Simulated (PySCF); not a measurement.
Si(H)(Cl)(OH)2, SMILES O[SiH](Cl)O (H3ClO2Si) at its B3LYP/def2-SVP optimised geometry (Å):

```
7

Si    -0.7515    -0.7288     0.0000
O     -1.2933     0.8240     0.0000
O      0.9028    -0.7288     0.0000
Cl    -1.3681    -1.7729    -1.6977
H     -1.3535    -1.3749     1.1780
H     -0.8925     1.4407    -0.6253
H      1.3535    -1.4407    -0.4693
```

Calculation: B3LYP/def2-TZVP in PySCF. Cells within 0.4 Å of a nucleus heavier than hydrogen are left out (blank, or x).

Map of the HOMO amplitude (bohr^(-3/2)) on the plane z = 0.0 Å; orbital energy -8.93 eV, overall sign arbitrary:

```
|5555555555555555555555555555555|
|5555555555555555555555555555555|
|5555555555555555555555555555555|
|5555555554444445555555555555555|
|5555555544444444555555555555555|
|5555555544444444455555555555555|
|5555555544444444445555555555555|
|5555555544444444445555555555555|
|5555555544333344445555555555555|
|5555555553222334445555555555555|
|555555666xx01234445555555555555|
|55555668xxxx0234445555555555555|
|55555678xxxx1234455555555555555|
|555556689xx33344455555555555555|
|5555566777644444456666655555555|
|5555556666554444456777665555555|
|5555555566554444457998765555555|
|54455555555xxx4334xxx9766555555|
|44444455554xxx3321xxx9765555555|
|44444444454xxx4320xxx7665555555|
|4444444445555543210135555555555|
|4444444445555544322234555555555|
|4444444445555554433334455555555|
|4444444445555555444444445555555|
|4444444445555555544444445555555|
|4444444445555555554444455555555|
|4444444455555555555555555555555|
|4444444455555555555555555555555|
|5444444555555555555555555555555|
|5544445555555555555555555555555|
|5555555555555555555555555555555|
```
Scale: ten equal steps from -0.109 (start of '0') to 0.105 (end of '9'), in the order '0123456789'; x runs from -3.50 to 3.50, y from -3.50 (bottom) to 3.50 (top).
